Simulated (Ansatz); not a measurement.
Ansatz (an electronic-structure program) input for silacyclobutane (C3H8Si), SMILES C1[SiH2]CC1, PBE-D3(BJ)/def2-SVP. 

Ansatz 0.2 input:
```yaml
crystal:
  periodic: [false, false, false]
  atoms:
    - {symbol: C, position_ang: [1.33514412, 0.18310528, 0.00000000]}
    - {symbol: C, position_ang: [0.39860075, -0.15298791, -1.20471927]}
    - {symbol: Si, position_ang: [-1.06152472, 0.05649578, -0.00000000]}
    - {symbol: C, position_ang: [0.39860075, -0.15298791, 1.20471926]}
    - {symbol: H, position_ang: [2.29714705, -0.35684011, 0.00000001]}
    - {symbol: H, position_ang: [1.57113787, 1.25999071, 0.00000001]}
    - {symbol: H, position_ang: [0.50778618, -1.20566291, -1.51374988]}
    - {symbol: H, position_ang: [0.50573916, 0.48102218, -2.09648090]}
    - {symbol: H, position_ang: [-1.64994118, 1.42956793, -0.00000000]}
    - {symbol: H, position_ang: [-2.17812206, -0.93715475, -0.00000000]}
    - {symbol: H, position_ang: [0.50778618, -1.20566291, 1.51374988]}
    - {symbol: H, position_ang: [0.50573915, 0.48102218, 2.09648091]}
basis:
  gaussian:
    orbitals: def2-SVP
hamiltonian:
  xc: pbe
  dispersion: d3bj
relax: {f_tol: 0.002, max_steps: 200}
```

It prints:

```
WARN ansatz: RAYON_NUM_THREADS=2 ignored (pool sized by the plan → 2); use --threads N
Functional definition: PBE
integrals: 0.04 GiB planned
1134 factors; their error is unknown
mean field: 0.27 GiB planned
mean field evaluation 1: about -11093.0763 eV, gradient 6.7e1 eV
mean field evaluation 2: about -11064.0509 eV, gradient 1.2e2 eV
mean field evaluation 4: about -11104.9579 eV, gradient 3.3e0 eV
mean field evaluation 8: about -11104.9959 eV, gradient 1.7e-1 eV
mean field evaluation 16: about -11104.9238 eV, gradient 2.2e-4 eV
mean field -11104.92384966 eV, -408.0984242875 hartree, gradient 5.4e-5 eV, S^2 0.000000; 0 other end points of the search recorded, 0 dependent functions left out
the calculation of the forces begins
reference -11104.92388443 eV, -408.0984255649 hartree; 20, 20 occupied and 80, 80 virtual orbitals, 1134 factors
relax step   1: F+E_penalty+E_count = -11105.17547116 eV  Δ(F+E_penalty+E_count) = +0.000e0 eV  max|allowed force component| = 2.863e-1 eV/Å  Δτ_max = 0.0000 Å  (29 SCF iters, accepted)
these checks for a lower state are left out or cut short: starts, cluster_reference, orbital_swaps, neighbouring_geometries, increment
integrals: 0.04 GiB planned
1134 factors; their error is unknown
mean field: 0.27 GiB planned
mean field -11104.93352624 eV, -408.0987798949 hartree, gradient 2.1e-5 eV, S^2 0.000000; 0 other end points of the search recorded, 0 dependent functions left out
the calculation of the forces begins
reference -11104.93356109 eV, -408.0987811759 hartree; 20, 20 occupied and 80, 80 virtual orbitals, 1134 factors
relax step   2: F+E_penalty+E_count = -11105.18464090 eV  Δ(F+E_penalty+E_count) = -9.170e-3 eV  max|allowed force component| = 7.908e-2 eV/Å  Δτ_max = 0.0109 Å  (30 SCF iters, accepted)
these checks for a lower state are left out or cut short: starts, cluster_reference, orbital_swaps, neighbouring_geometries, increment
integrals: 0.04 GiB planned
1134 factors; their error is unknown
mean field: 0.27 GiB planned
mean field evaluation 32: about -11104.9348 eV, gradient 2.1e-3 eV
mean field -11104.93479191 eV, -408.0988264074 hartree, gradient 2.1e-5 eV, S^2 0.000000; 0 other end points of the search recorded, 0 dependent functions left out
the calculation of the forces begins
reference -11104.93482678 eV, -408.0988276891 hartree; 20, 20 occupied and 80, 80 virtual orbitals, 1134 factors
relax step   3: F+E_penalty+E_count = -11105.18567959 eV  Δ(F+E_penalty+E_count) = -1.039e-3 eV  max|allowed force component| = 2.434e-2 eV/Å  Δτ_max = 0.0105 Å  (31 SCF iters, accepted)
these checks for a lower state are left out or cut short: starts, cluster_reference, orbital_swaps, neighbouring_geometries, increment
integrals: 0.04 GiB planned
1134 factors; their error is unknown
mean field: 0.27 GiB planned
mean field -11104.93490256 eV, -408.0988304737 hartree, gradient 2.1e-5 eV, S^2 0.000000; 0 other end points of the search recorded, 0 dependent functions left out
the calculation of the forces begins
reference -11104.93493744 eV, -408.0988317555 hartree; 20, 20 occupied and 80, 80 virtual orbitals, 1134 factors
relax step   4: F+E_penalty+E_count = -11105.18580819 eV  Δ(F+E_penalty+E_count) = -1.286e-4 eV  max|allowed force component| = 7.699e-3 eV/Å  Δτ_max = 0.0058 Å  (31 SCF iters, accepted)
these checks for a lower state are left out or cut short: starts, cluster_reference, orbital_swaps, neighbouring_geometries, increment
integrals: 0.04 GiB planned
1134 factors; their error is unknown
mean field: 0.27 GiB planned
mean field -11104.93497377 eV, -408.0988330909 hartree, gradient 2.1e-5 eV, S^2 0.000000; 0 other end points of the search recorded, 0 dependent functions left out
the calculation of the forces begins
reference -11104.93500864 eV, -408.0988343724 hartree; 20, 20 occupied and 80, 80 virtual orbitals, 1134 factors
relax step   5: F+E_penalty+E_count = -11105.18599284 eV  Δ(F+E_penalty+E_count) = -1.846e-4 eV  max|allowed force component| = 1.834e-2 eV/Å  Δτ_max = 0.0153 Å  (30 SCF iters, accepted)
these checks for a lower state are left out or cut short: starts, cluster_reference, orbital_swaps, neighbouring_geometries, increment
integrals: 0.04 GiB planned
1134 factors; their error is unknown
mean field: 0.27 GiB planned
mean field -11104.93492922 eV, -408.0988314534 hartree, gradient 2.1e-5 eV, S^2 0.000000; 0 other end points of the search recorded, 0 dependent functions left out
the calculation of the forces begins
reference -11104.93496408 eV, -408.0988327348 hartree; 20, 20 occupied and 80, 80 virtual orbitals, 1134 factors
relax step   6: F+E_penalty+E_count = -11105.18604950 eV  Δ(F+E_penalty+E_count) = -5.666e-5 eV  max|allowed force component| = 1.150e-2 eV/Å  Δτ_max = 0.0088 Å  (31 SCF iters, accepted)
these checks for a lower state are left out or cut short: starts, cluster_reference, orbital_swaps, neighbouring_geometries, increment
integrals: 0.04 GiB planned
1134 factors; their error is unknown
mean field: 0.27 GiB planned
mean field evaluation 64: about -11104.9349 eV, gradient 2.1e-5 eV
mean field -11104.93489169 eV, -408.0988300745 hartree, gradient 2.1e-5 eV, S^2 0.000000; 0 other end points of the search recorded, 0 dependent functions left out
the calculation of the forces begins
reference -11104.93492655 eV, -408.0988313556 hartree; 20, 20 occupied and 80, 80 virtual orbitals, 1134 factors
relax step   7: F+E_penalty+E_count = -11105.18605351 eV  Δ(F+E_penalty+E_count) = -4.015e-6 eV  max|allowed force component| = 3.187e-3 eV/Å  Δτ_max = 0.0022 Å  (22 SCF iters, accepted)
these checks for a lower state are left out or cut short: starts, cluster_reference, orbital_swaps, neighbouring_geometries, increment
integrals: 0.04 GiB planned
1134 factors; their error is unknown
mean field: 0.27 GiB planned
mean field -11104.93490259 eV, -408.0988304749 hartree, gradient 5.8e-5 eV, S^2 0.000000; 0 other end points of the search recorded, 0 dependent functions left out
the calculation of the forces begins
reference -11104.93493745 eV, -408.0988317562 hartree; 20, 20 occupied and 80, 80 virtual orbitals, 1134 factors
relax step   8: F+E_penalty+E_count = -11105.18605602 eV  Δ(F+E_penalty+E_count) = -2.507e-6 eV  max|allowed force component| = 1.804e-3 eV/Å  Δτ_max = 0.0013 Å  (19 SCF iters, accepted)
integrals: 0.04 GiB planned
1134 factors; their error is unknown
mean field: 0.27 GiB planned
mean field -11104.93490259 eV, -408.0988304749 hartree, gradient 5.8e-5 eV, S^2 0.000000; 1 other end points of the search recorded, 0 dependent functions left out
the calculation of the forces begins
reference -11104.93493745 eV, -408.0988317562 hartree; 20, 20 occupied and 80, 80 virtual orbitals, 1134 factors
Total energy: -11105.18609089 eV, -408.1080614746 hartree
Atom 0 at     1.330729     0.195707     0.000000 Å, force    -0.001290    -0.000987    -0.000000 eV/Å
Atom 1 at     0.403651    -0.164623    -1.204873 Å, force     0.001159     0.000978    -0.000011 eV/Å
Atom 2 at    -1.061975     0.059758     0.000000 Å, force    -0.001804    -0.000960    -0.000000 eV/Å
Atom 3 at     0.403651    -0.164623     1.204873 Å, force     0.001159     0.000978     0.000011 eV/Å
Atom 4 at     2.317927    -0.315479     0.000000 Å, force     0.000459    -0.000061    -0.000000 eV/Å
Atom 5 at     1.536201     1.287132     0.000000 Å, force     0.000043     0.000202    -0.000000 eV/Å
Atom 6 at     0.512825    -1.231721    -1.491040 Å, force    -0.000332    -0.000193    -0.000059 eV/Å
Atom 7 at     0.509338     0.453550    -2.116882 Å, force     0.000058     0.000183    -0.000510 eV/Å
Atom 8 at    -1.626397     1.457367     0.000000 Å, force     0.000800     0.000422    -0.000000 eV/Å
Atom 9 at    -2.210020    -0.918989    -0.000000 Å, force     0.000021    -0.000551    -0.000000 eV/Å
Atom 10 at     0.512825    -1.231721     1.491040 Å, force    -0.000332    -0.000193     0.000059 eV/Å
Atom 11 at     0.509338     0.453550     2.116882 Å, force     0.000058     0.000183     0.000510 eV/Å
Dipole moment:     0.103127    -0.035060     0.000000 e Å
```

Self-consistency was reached.

Cost: around 19 core-seconds (rough).
